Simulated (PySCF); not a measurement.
Levels of Ni(15+) from EOM-EA-GCCSD

Reference: closed-shell Ni(16+), [Ne] 3s2; one electron is added. Calculated with PySCF 2.14, two-component X2C-1e with screened spin-orbit coupling, an even-tempered Gaussian basis (19 s from 0.48 bohr⁻², ratio 2.6; 13 p from 0.62 bohr⁻², ratio 2.6; 7 d from 0.64 bohr⁻², ratio 2.8; 4 f from 11 bohr⁻², ratio 2.8); frozen 1s2; the 50 highest virtual spinors dropped; of the others 56 kept and the rest restored at second order. No Breit or QED terms. Binding energies in eV.

```tsv
level	Koopmans	second order	EOM-CCSD
3p1/2	497.03	498.69	498.55
3p3/2	493.42	495.10	495.00
3d3/2	432.36	near a pole	430.46
3d5/2	431.86	near a pole	430.10
```

Electric-dipole lines between these computed levels:

```csv
lower,upper,ΔE (eV),vacuum wavelength (nm)
3p1/2,3d3/2,68.092,18.21
3p3/2,3d3/2,64.544,19.21
3p3/2,3d5/2,64.898,19.10
```

In EOM-CCSD the overlap with the one-orbital guess is low for 3d3/2 (weight 0.84), 3d5/2 (weight 0.85). That can mean mixing with two-particle, one-hole states, where second order and EOM-CCSD lose accuracy, or only a rotation among the degenerate components of the shell; the terms of those configurations are not listed.

For comparison, the ionisation energy of Ni(15+) is 495.4 ± 1.7 eV (semi-empirical (NIST evaluation); NIST Atomic Spectra Database, ionization energies).

Only part of the computed levels is shown.
